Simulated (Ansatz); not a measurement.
```yaml
crystal:
  periodic: [false, false, false]
  atoms:
    - {symbol: N, position_ang: [-2.852765, 0.376393, 2.510031]}
    - {symbol: In, position_ang: [-1.358693, 0.039039, 1.192476]}
    - {symbol: N, position_ang: [0.453264, 0.868191, 1.543865]}
    - {symbol: Te, position_ang: [-1.928584, -1.500562, -0.941382]}
    - {symbol: Si, position_ang: [0.102069, -0.943596, -2.246596]}
    - {symbol: P, position_ang: [1.106166, 1.082445, -2.340421]}
    - {symbol: Ge, position_ang: [2.307139, -0.827381, -1.559353]}
    - {symbol: H, position_ang: [-2.771175, 1.197045, 3.093513]}
    - {symbol: H, position_ang: [-3.795597, 0.320618, 2.153404]}
    - {symbol: H, position_ang: [0.616652, 1.161470, 2.497829]}
    - {symbol: H, position_ang: [1.256565, 0.343086, 1.227919]}
    - {symbol: H, position_ang: [-0.069463, -1.529700, -3.599848]}
    - {symbol: H, position_ang: [2.753585, -0.678661, 0.217669]}
    - {symbol: H, position_ang: [2.703585, -0.728661, -0.082331]}
    - {symbol: H, position_ang: [3.477757, -1.240540, -2.456441]}
basis:
  gaussian: {orbitals: def2-SVP}
hamiltonian: {xc: {name: LC-wPBE}}
output: {forces: true}
```

```sh
$ ansatz run in.yaml --threads 4 --pin off --events-out ev --progress --plain --max-ram 66560MiB --backend cpu
```

Output, abridged:

```
Functional definition: LC-wPBE
2198 factors; their error is unknown
720 factors; integrals over basis functions are off by at most 1.3e-5 eV
mean field evaluation 1: about -89207.3465 eV, gradient 6.9e1 eV
mean field evaluation 2: about -89206.3141 eV, gradient 7.3e1 eV
mean field evaluation 4: about -89217.9169 eV, gradient 2.8e0 eV
mean field evaluation 8: about -89217.9355 eV, gradient 1.0e-1 eV
mean field evaluation 16: about -89217.8352 eV, gradient 1.3e-3 eV
mean field -89217.83523808 eV, -3278.6949709786 hartree, gradient 6.6e-5 eV, S^2 0.000000; 0 other end points of the search recorded, 0 dependent functions left out
reference -89217.83523808 eV, -3278.6949709789 hartree; 64, 64 occupied and 124, 124 virtual orbitals, 2198 factors
Total energy: -89217.83523808 eV, -3278.6949709789 hartree
Atom 0 at    -2.852765     0.376393     2.510031 Å, force     0.328549    -0.092357    -0.243845 eV/Å
Atom 1 at    -1.358693     0.039039     1.192476 Å, force    -0.023399     0.092265    -0.198573 eV/Å
Atom 2 at     0.453264     0.868191     1.543865 Å, force    -0.285307    -0.297542     0.065742 eV/Å
Atom 3 at    -1.928584    -1.500562    -0.941382 Å, force     0.141558    -0.118051     0.180736 eV/Å
Atom 4 at     0.102069    -0.943596    -2.246596 Å, force     0.297031     1.334248    -0.033888 eV/Å
Atom 5 at     1.106166     1.082445    -2.340421 Å, force     0.985443    -2.669350     1.131349 eV/Å
Atom 6 at     2.307139    -0.827381    -1.559353 Å, force    -3.096554     1.839202    -6.261859 eV/Å
Atom 7 at    -2.771175     1.197045     3.093513 Å, force     0.002948     0.168058     0.190063 eV/Å
Atom 8 at    -3.795597     0.320618     2.153404 Å, force    -0.262167    -0.061130    -0.033748 eV/Å
Atom 9 at     0.616652     1.161470     2.497829 Å, force     0.079456     0.100716     0.217645 eV/Å
Atom 10 at     1.256565     0.343086     1.227919 Å, force     0.068529     0.135572    -0.089883 eV/Å
Atom 11 at    -0.069463    -1.529700    -3.599848 Å, force    -0.271827    -0.458435     0.056703 eV/Å
Atom 12 at     2.753585    -0.678661     0.217669 Å, force    18.991860    17.945176   110.499652 eV/Å
Atom 13 at     2.703585    -0.728661    -0.082331 Å, force   -17.528618   -17.889094  -106.503508 eV/Å
Atom 14 at     3.477757    -1.240540    -2.456441 Å, force     0.572499    -0.029278     1.023412 eV/Å
Dipole moment:     0.530896    -0.317947     0.763988 e Å
```

(1) Something in this input is off. What?

Results:

(1) One atom was put on top of another. The calculation finished and met its thresholds. The result belongs to that input, not to the molecule as meant.
